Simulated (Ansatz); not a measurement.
`[F][SnH]([Cl])[Br]` → H• + `[F][Sn]([Cl])[Br]`• at 298.15 K and 1 bar (homolysis of the H–Sn bond).

Isolated molecules relaxed with PBE0-D4/def2-TZVP in Ansatz; ΔE leaves out vibrations. CCSD(T)/CBS is the MP2 limit (def2-TZVPP, def2-QZVPP) plus CCSD(T) − MP2 in def2-TZVPP, frozen cores. This one scheme is used for every species, atoms too. No spin–orbit coupling; open shells (•) take unrestricted orbitals. Elements past krypton have def2 core potentials. For Br, Sn outer-core shells are correlated without core-valence functions, so the limit isn't a true one: a few kJ/mol of doubt a bond, and 10 to 20 or more in all where bonds break to atoms. Scalar relativity is left out up to krypton.

| species | CCSD(T)/CBS energy (Eh) | H − E (kJ/mol) | S (J/(mol·K)) |
| --- | --- | --- | --- |
| `[F][SnH]([Cl])[Br]` | -3347.63611 | 47.3 | 355.3 |
| H• | -0.50000 | 6.2 | 114.7 |
| `[F][Sn]([Cl])[Br]`• | -3347.01486 | 27.5 | 360.9 |

H − E and S are ideal-gas, rigid-rotor, harmonic terms from PBE0-D4/def2-TZVP, for one conformer and one mirror image of each species, with the whole ground term of open shells counted as degenerate. 1 Eh = 2625.50 kJ/mol, R = 8.31446 J/(mol·K).

**Question.** By hand: ΔE, ΔH, ΔS and ΔG.

**Answer.** ΔE = (-0.50000) + (-3347.01486) − (-3347.63611) = 0.12125 Eh = 318.3 kJ/mol. Δ(H − E) = 6.2 + 27.5 − 47.3 = -13.6, so ΔH = 304.7 kJ/mol. ΔS = 114.7 + 360.9 − 355.3 = 120.3 J/(mol·K). ΔG = 304.7 − 298.15 × (120.3)/1000 = 268.8 kJ/mol.

**Question.** By hand: the equilibrium constant, and the temperature at which ΔG would vanish if ΔH and ΔS stayed fixed.

**Answer.** log₁₀ K = −ΔG/(RT ln 10) = -47.1. ΔG = 0 at ΔH/ΔS = 2533 K, far beyond where these terms or the molecules hold.

The number of gas molecules changes by +1, which sets the sign of ΔS. A doubt of 5 kJ/mol in ΔE shifts log₁₀ K by 0.9 here. Other conformers and mirror images would add mixing entropy, several J/(mol·K) or more a flexible species. These are equilibria of isolated gas molecules and say nothing of rates. Largest T1 diagnostic: 0.015 (customary marks: 0.02 for closed shells, 0.045 for open ones).
